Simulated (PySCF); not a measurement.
## Spin-state energies of [Fe(OH)(H2O)5]+

[Fe(OH)(H2O)5]+ holds Fe(II), d6, at total charge +1. The structure is a PBE0-D3(BJ)/def2-SVP geometry optimised for multiplicity 5; coordination distorted octahedral, point group C1, metal–donor distances 2.05–2.21 Å.

```
18

Fe    0.000    0.000    0.000
O    -0.028    0.012    2.053
H     0.775    0.048    2.584
O    -0.116    0.050   -2.080
H     0.536    0.025   -2.790
H    -1.001    0.039   -2.470
O     2.198   -0.149   -0.204
H     2.784    0.591    0.000
H     2.651   -0.929    0.143
O    -2.188   -0.042   -0.297
H    -2.558    0.721    0.171
H    -2.529   -0.831    0.147
O    -0.603    1.966    0.660
H    -0.462    1.504    1.548
H    -0.247    2.861    0.686
O    -0.496   -1.977    0.697
H    -0.382   -1.490    1.581
H    -0.141   -2.871    0.749
```

Method (PySCF 2.14, density fitting): CASSCF(6,5) with orbitals averaged over all microstates of the shell, strongly contracted NEVPT2 on the averaged canonical orbitals; basis x2c-TZVPall on the metal, x2c-SVPall elsewhere; spin-free X2C; gas phase; spin-orbit coupling by state interaction with the mean-field operator over all roots.

The unrestricted Kohn–Sham energies use the same basis, Hamiltonian, solvent and geometry. All energies are vertical, in cm⁻¹ above the lowest state with 2S+1 = 5; a negative value means that the lower spin is more stable. A dash marks a spin without a sound unrestricted solution.

```
method  2S+1 = 3  2S+1 = 1
CASSCF     17297     23891
NEVPT2     13954     19121
  BP86         –     11063
```

The active space of the d orbitals alone lacks metal–ligand bonding pairs, which usually tilts NEVPT2 towards high spin.

The geometry optimisation stopped short of its thresholds.
